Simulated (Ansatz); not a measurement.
Boron trifluoride + CH₃SH → `CSB(F)F` + H–F at 600 K and 1 bar (ligand exchange at a B–F bond).

Gas-phase electronic energies from Ansatz, PBE0-D4/def2-TZVP geometries. CCSD(T)/CBS adds triple-zeta CCSD(T) − MP2 to the extrapolated MP2 energy (def2 sets, frozen cores). This one scheme is used for every species. Each species was taken in one conformer, which may not be the lowest.

```
  species  CCSD(T)/CBS energy (Eh)  H − E (kJ/mol)  S (J/(mol·K))
 `FB(F)F`               -324.35731            62.7          295.7
    CH₃SH               -438.22835           152.3          296.8
`CSB(F)F`               -662.16308           179.3          404.3
      H–F               -100.39570            42.3          194.0
```

H − E and S are ideal-gas, rigid-rotor, harmonic terms from PBE0-D4/def2-TZVP, for one conformer and one mirror image of each species. 1 Eh = 2625.50 kJ/mol, R = 8.31446 J/(mol·K).

Problem. By hand: ΔE, ΔH, ΔS and ΔG.

Solution. ΔE = (-662.16308) + (-100.39570) − (-324.35731) − (-438.22835) = 0.02688 Eh = 70.6 kJ/mol. Δ(H − E) = 179.3 + 42.3 − 62.7 − 152.3 = 6.6, so ΔH = 77.2 kJ/mol. ΔS = 404.3 + 194.0 − 295.7 − 296.8 = 5.8 J/(mol·K). ΔG = 77.2 − 600 × (5.8)/1000 = 73.7 kJ/mol.

Problem. By hand: the equilibrium constant, and the temperature at which ΔG would vanish if ΔH and ΔS stayed fixed.

Solution. log₁₀ K = −ΔG/(RT ln 10) = -6.4. ΔG = 0 at ΔH/ΔS = 13310 K, far beyond where these terms or the molecules hold.

The number of gas molecules stays the same, so ΔS is small and ΔH decides. A doubt of 5 kJ/mol in ΔE shifts log₁₀ K by 0.4 here. Other conformers and mirror images would add mixing entropy, several J/(mol·K) or more a flexible species. These are equilibria of isolated gas molecules and say nothing of rates. Largest T1 diagnostic: 0.012 (customary marks: 0.02 for closed shells, 0.045 for open ones).
